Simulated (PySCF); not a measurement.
Problem. What does the PBE0-D3(BJ)/def2-SVP structure of `C#CCCC(C)=[Se]` look like in three dimensions?

Solution. 
```
atom  x, y, z in Å
C1     2.1807   -1.2939   -0.5211
C2     1.6487   -0.4642    0.1831
C3     0.9993    0.5328    1.0226
C4    -0.3169    1.0905    0.4459
C5    -1.3815    0.0336    0.3243
C6    -1.5584   -0.5644   -1.0271
Se7   -2.3094   -0.4883    1.7357
H8     2.6627   -2.0346   -1.1321
H9     1.6956    1.3720    1.1882
H10    0.7837    0.0962    2.0125
H11   -0.6652    1.8787    1.1285
H12   -0.1157    1.5456   -0.5377
H13   -1.8414    0.2229   -1.7488
H14   -2.3143   -1.3581   -1.0355
H15   -0.5883   -0.9636   -1.3744
```

Orientation and origin are arbitrary. Atoms count from 1 in this order. The C–C distances run from 1.211 Å (C1≡C2, drawn triple) to 1.541 Å (C3–C4, drawn single), a spread of 0.330 Å. Of the pairs four or more bonds apart, C2···H15 is among the closest relative to their van der Waals radii: 2.77 Å, 96 % of the sum of Bondi's values.

Bonds between heavy atoms (Å): C1≡C2 1.211, C2–C3 1.456, C3–C4 1.541, C4–C5 1.505, C5–C6 1.488, C5=Se7 1.768.

Theory: PBE0-D3(BJ)/def2-SVP geometry optimisation, gas phase (PySCF 2.14.0).

Point group: C1 (no symmetry element, even within 0.4 Å). No PBE0-D3(BJ)/def2-SVP frequencies stand behind this structure, so it isn't proved a minimum. One conformer, not necessarily the lowest (C2–C3–C4–C5 64°, C3–C4–C5–C6 -99°).
